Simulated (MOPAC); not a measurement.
Input file for MOPAC: PM6 on C2H5FO2 (a complex), monomers drawn apart or pushed together.

```
PM6 1SCF PRECISE CHARGE=0 THREADS=1
C2H5FO2

C      0.21351775 1    -0.16382201 1     0.47183912 1
F      0.64902935 1    -1.24725251 1     1.26612368 1
H     -0.54645090 1    -0.54101360 1    -0.21009106 1
H     -0.19081087 1     0.59437511 1     1.13834234 1
H      1.07625775 1     0.20849371 1    -0.07768059 1
O     -0.64332495 1     1.12277386 1     4.19807636 1
C     -0.30692832 1     0.29492618 1     5.00312861 1
O      0.25790538 1    -0.87828517 1     4.72533516 1
H     -0.42707601 1     0.40817027 1     6.08855480 1
H      0.35901178 1    -0.96670025 1     3.75388783 1
```

It printed:

```
*******************************************************************************
 **                                                                           **
 **                              MOPAC v23.2.5                                **
 **                                                                           **
 *******************************************************************************
 ** MOPAC's Digital Object Identifier: https://doi.org/10.5281/zenodo.6511958 **
 **                                                                           **
 ** Please cite the open-source release paper for use of this MOPAC version:  **
 ** J. E. Moussa and J. J. P. Stewart (2026)                                  **
 ** MOPAC: An open-source semiempirical molecular orbital program             **
 ** J. Open Source Softw., 11(119), 8025, https://doi.org/10.21105/joss.08025 **
 *******************************************************************************

                              PM6 CALCULATION RESULTS

 *******************************************************************************
 *  PM6        - The PM6 Hamiltonian to be used
 *
 *
 *
 *                 CHARGE ON SYSTEM = 0
 *
 *
 *
 *  PRECISE    - TIGHTER CRITERIA TO BE USED
 *  1SCF       - DO 1 SCF AND THEN STOP
 *  THREADS=1  - MULTI-THREADING NOT USED
 *  T=         - A TIME OF 172800.0 SECONDS REQUESTED
 *  DUMP=N     - RESTART FILE WRITTEN EVERY 7200.0 SECONDS REQUESTED
 *******************************************************************************
PM6 1SCF PRECISE CHARGE=0 THREADS=1
 C2H5FO2

   ATOM   CHEMICAL          X               Y               Z
  NUMBER   SYMBOL      (ANGSTROMS)     (ANGSTROMS)     (ANGSTROMS)

     1       C          0.21351775  *  -0.16382201  *   0.47183912  *
     2       F          0.64902935  *  -1.24725251  *   1.26612368  *
     3       H         -0.54645090  *  -0.54101360  *  -0.21009106  *
     4       H         -0.19081087  *   0.59437511  *   1.13834234  *
     5       H          1.07625775  *   0.20849371  *  -0.07768059  *
     6       O         -0.64332495  *   1.12277386  *   4.19807636  *
     7       C         -0.30692832  *   0.29492618  *   5.00312861  *
     8       O          0.25790538  *  -0.87828517  *   4.72533516  *
     9       H         -0.42707601  *   0.40817027  *   6.08855480  *
    10       H          0.35901178  *  -0.96670025  *   3.75388783  *



          CARTESIAN COORDINATES

    NO.       ATOM           X           Y           Z

     1         C          0.2135     -0.1638      0.4718
     2         F          0.6490     -1.2473      1.2661
     3         H         -0.5465     -0.5410     -0.2101
     4         H         -0.1908      0.5944      1.1383
     5         H          1.0763      0.2085     -0.0777
     6         O         -0.6433      1.1228      4.1981
     7         C         -0.3069      0.2949      5.0031
     8         O          0.2579     -0.8783      4.7253
     9         H         -0.4271      0.4082      6.0886
    10         H          0.3590     -0.9667      3.7539

 General Reference for PM6:
 "Optimization of Parameters for Semiempirical Methods V: Modification of NDDO Approximations
 and Application to 70 Elements", J. J. P. Stewart, J. Mol. Mod., 13, 1173-1213 (2007)
 URL: https://link.springer.com/article/10.1007/s00894-007-0233-4

           Empirical Formula: C2 H5 O2 F  =    10 atoms



      MOLECULAR POINT GROUP   :   Cs


      RHF CALCULATION, NO. OF DOUBLY OCCUPIED LEVELS = 16


 -------------------------------------------------------------------------------
 PM6 1SCF PRECISE CHARGE=0 THREADS=1
 C2H5FO2



     1SCF WAS SPECIFIED, SO BFGS WAS NOT USED
     SCF FIELD WAS ACHIEVED


                              PM6 CALCULATION
                                                       MOPAC v23.2.5 Linux




          FINAL HEAT OF FORMATION =       -139.83227 KCAL/MOL =    -585.05822 KJ/MOL


          COSMO AREA              =        124.45 SQUARE ANGSTROMS
          COSMO VOLUME            =        101.77 CUBIC ANGSTROMS

          IONIZATION POTENTIAL    =         11.429693 EV
          HOMO LUMO ENERGIES (EV) =        -11.430  0.288
          NO. OF FILLED LEVELS    =         16
          MOLECULAR WEIGHT        =         80.0587         POINT GROUP:  Cs

          MOLECULAR DIMENSIONS (Angstroms)

            Atom       Atom       Distance
            H     9    H     3     6.37088
            F     2    O     6     2.33798
            O     8    H     5     1.77351


          SCF CALCULATIONS        =          1





   ATOM   CHEMICAL          X               Y               Z
  NUMBER   SYMBOL      (ANGSTROMS)     (ANGSTROMS)     (ANGSTROMS)

     1       C          0.21351775  *  -0.16382201  *   0.47183912  *
     2       F          0.64902935  *  -1.24725251  *   1.26612368  *
     3       H         -0.54645090  *  -0.54101360  *  -0.21009106  *
     4       H         -0.19081087  *   0.59437511  *   1.13834234  *
     5       H          1.07625775  *   0.20849371  *  -0.07768059  *
     6       O         -0.64332495  *   1.12277386  *   4.19807636  *
     7       C         -0.30692832  *   0.29492618  *   5.00312861  *
     8       O          0.25790538  *  -0.87828517  *   4.72533516  *
     9       H         -0.42707601  *   0.40817027  *   6.08855480  *
    10       H          0.35901178  *  -0.96670025  *   3.75388783  *

                             CARTESIAN COORDINATES

   1    C        0.213517750    -0.163822010     0.471839120
   2    F        0.649029350    -1.247252510     1.266123680
   3    H       -0.546450900    -0.541013600    -0.210091060
   4    H       -0.190810870     0.594375110     1.138342340
   5    H        1.076257750     0.208493710    -0.077680590
   6    O       -0.643324950     1.122773860     4.198076360
   7    C       -0.306928320     0.294926180     5.003128610
   8    O        0.257905380    -0.878285170     4.725335160
   9    H       -0.427076010     0.408170270     6.088554800
  10    H        0.359011780    -0.966700250     3.753887830


           Empirical Formula: C2 H5 O2 F  =    10 atoms



      MOLECULAR POINT GROUP   :   Cs


                  EIGENVALUES
 -41.03556 -32.92830 -31.65022 -25.15216 -24.21879 -18.26087 -17.70232 -17.04576
 -17.03716 -16.32765 -15.72237 -14.09075 -13.56444 -13.55830 -12.56498 -11.42969
   0.28834   1.98507   2.60711   3.72072   4.02436   4.84958   5.16809   5.23342
   5.66456


              NET ATOMIC CHARGES AND DIPOLE CONTRIBUTIONS

  ATOM NO.   TYPE          CHARGE      No. of ELECS.   s-Pop       p-Pop
    1          C          -0.246370        4.2464     1.12355     3.12282
    2          F          -0.196845        7.1968     1.97597     5.22087
    3          H           0.144931        0.8551     0.85507
    4          H           0.153689        0.8463     0.84631
    5          H           0.144865        0.8551     0.85514
    6          O          -0.507757        6.5078     1.84790     4.65986
    7          C           0.494956        3.5050     1.11612     2.38893
    8          O          -0.472619        6.4726     1.80407     4.66855
    9          H           0.145990        0.8540     0.85401
   10          H           0.339160        0.6608     0.66084
 DIPOLE           X         Y         Z       TOTAL
 POINT-CHG.    -0.099     0.248     0.198     0.333
 HYBRID         0.129    -0.221    -0.458     0.525
 SUM            0.029     0.028    -0.260     0.263


          ATOMIC ORBITAL ELECTRON POPULATIONS

     Atom    s        px        py        pz
    1  C   1.12355   1.12168   0.95367   1.04748
    2  F   1.97597   1.92229   1.54466   1.75392
    3  H   0.85507
    4  H   0.84631
    5  H   0.85514
    6  O   1.84790   1.51685   1.50714   1.63587
    7  C   1.11612   0.69390   0.74370   0.95132
    8  O   1.80407   1.74235   1.49130   1.43490
    9  H   0.85401
   10  H   0.66084

 **********************
 *                    *
 * JOB ENDED NORMALLY *
 *                    *
 **********************




 == MOPAC DONE ==
```

The run finished.

Cost: roughly 0.020 core-seconds.
